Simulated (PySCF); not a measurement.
acetylene (C2H2), SMILES C#C.

Coordinates come from a PBE-D3(BJ)/def2-TZVPD optimisation.

Lowest vertical singlet excitation by several levels in PySCF, with rough processor times relative to the cheapest run on one machine. Each run also gave further roots (ADC and EOM-CCSD ionised and attached states too); roots are paired by order and the bases differ. EOM-CCSD serves as a yardstick, not as the true value; all levels that ended soundly for this molecule are listed, with differences from unrounded values.

| level | relative cost |
|---|---|
| ADC(2)/aug-cc-pVDZ | 1 |
| TDDFT-PBE0/def2-TZVPD | 2 |
| TDA-ωB97X/def2-TZVPD | 3 |
| EOM-CCSD/aug-cc-pVDZ | 4 |

Computed S1 at each level and its distance from EOM-CCSD:
```
level                  S1 (eV)  S1 minus EOM-CCSD (eV)
---------------------  -------  ----------------------
ADC(2)/aug-cc-pVDZ        7.28                    0.02
TDDFT-PBE0/def2-TZVPD     6.66                   -0.60
TDA-ωB97X/def2-TZVPD      6.62                   -0.64
EOM-CCSD/aug-cc-pVDZ      7.26                    0.00
```

**Question.** Which is the cheapest level here that lands within 0.5 eV of EOM-CCSD?

**Answer.** ADC(2)/aug-cc-pVDZ, at about 28 % of the cost of EOM-CCSD.
